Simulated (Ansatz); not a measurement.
The cluster ReAu₄⁻. Total charge -1; singlet. Geometry PBE0-D4/def2-SVPD; atoms count from 1.

```xyz
5

Re    0.856    2.227    0.937
Au    1.158    1.208   -1.385
Au   -0.382    0.052    1.117
Au   -1.523   -2.341    0.715
Au   -0.110   -1.147   -1.385
```

In the def2 sets Au, Re take a core potential; there is no spin–orbit coupling. The restricted singlet is unstable towards broken spin symmetry at other levels; at PBE0-D4/def2-TZVPD this wasn't settled. Another isomer (singlet) lies 1.36 eV lower at PBE0-D4/def2-TZVPD; other spin states weren't run for this one.

Q: Estimate the Mulliken populations from the PBE0/def2-TZVPD orbitals of Ansatz.

A: 
| atom | charge (e) | d electrons |
| --- | --- | --- |
| Re1 | -0.25 | 5.61 |
| Au2 | -0.21 | 9.68 |
| Au3 | -0.11 | 9.64 |
| Au4 | -0.24 | 9.84 |
| Au5 | -0.18 | 9.85 |
Mulliken values depend strongly on the basis. With diffuse functions, as here, like atoms can get unlike values, and bond orders can come out too low or too high.

Q: And the Mayer bond orders between heavy atoms (over 0.3)?

A: Re1–Au2 1.18 (2.55 Å); Re1–Au3 1.08 (2.51 Å); Au2–Au5 0.62 (2.67 Å); Au3–Au4 0.51 (2.68 Å); Au3–Au5 0.36 (2.79 Å); Au4–Au5 0.44 (2.80 Å).
